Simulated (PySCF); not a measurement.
**Curvature of the energy in the electron number along the 4d series, charge +1**

Calculated with PySCF 2.14, in def2-SVP with the def2 core potential (28 electrons), ECP: one orbital is emptied in steps, and each cell gives the departure of E from the straight line at half an electron, in eV (from a cubic fit). The exact functional gives zero.

```json
{"species": "Mo+", "orbital": "4d alpha", "LDA": "-1.31", "PBE": "-1.30", "r2SCAN": "-1.21", "PBE0": "-0.90", "BHandHLYP": "-0.52", "LC-wPBE": "-0.20", "wB97X": "-0.26", "UHF": "0.27"}
{"species": "Tc+", "orbital": "5s alpha", "LDA": "-0.86", "PBE": "-0.86", "r2SCAN": "-0.76", "PBE0": "-0.62", "BHandHLYP": "-0.40", "LC-wPBE": "-0.02", "wB97X": "-0.05", "UHF": "0.05"}
{"species": "Ru+", "orbital": "4d beta", "LDA": "-1.37", "PBE": "-1.34", "r2SCAN": "-1.24", "PBE0": "-0.91", "BHandHLYP": "-0.52", "LC-wPBE": "-0.20", "wB97X": "-0.30", "UHF": "0.36"}
{"species": "Rh+", "orbital": "4d beta", "LDA": "-1.47", "PBE": "-1.44", "r2SCAN": "-1.34", "PBE0": "-0.99", "BHandHLYP": "-0.55", "LC-wPBE": "-0.27", "wB97X": "-0.37", "UHF": "0.40"}
{"species": "Pd+", "orbital": "4d beta", "LDA": "-1.54", "PBE": "-1.51", "r2SCAN": "-1.40", "PBE0": "-1.03", "BHandHLYP": "-0.55", "LC-wPBE": "-0.31", "wB97X": "-0.39", "UHF": "0.45"}
{"species": "Ag+", "orbital": "4d beta", "LDA": "-1.64", "PBE": "-1.61", "r2SCAN": "-1.51", "PBE0": "-1.09", "BHandHLYP": "-0.57", "LC-wPBE": "-0.38", "wB97X": "-0.45", "UHF": "0.50"}
{"species": "Cd+", "orbital": "5s alpha", "LDA": "-0.98", "PBE": "-0.98", "r2SCAN": "-0.86", "PBE0": "-0.71", "BHandHLYP": "-0.49", "LC-wPBE": "-0.06", "wB97X": "-0.12", "UHF": "0.03"}
```

Problem. How does the mean departure depend on the functional?

Solution. LDA -1.31 eV; PBE -1.29 eV; r2SCAN -1.19 eV; PBE0 -0.89 eV; BHandHLYP -0.52 eV; LC-wPBE -0.21 eV; wB97X -0.28 eV; UHF 0.29 eV. Semilocal functionals are convex (delocalisation error), Hartree-Fock is concave or straight, and exact exchange removes curvature roughly in proportion to its share, so among the functionals the range-separated hybrids usually come closest to zero.

No spin-orbit coupling is included.
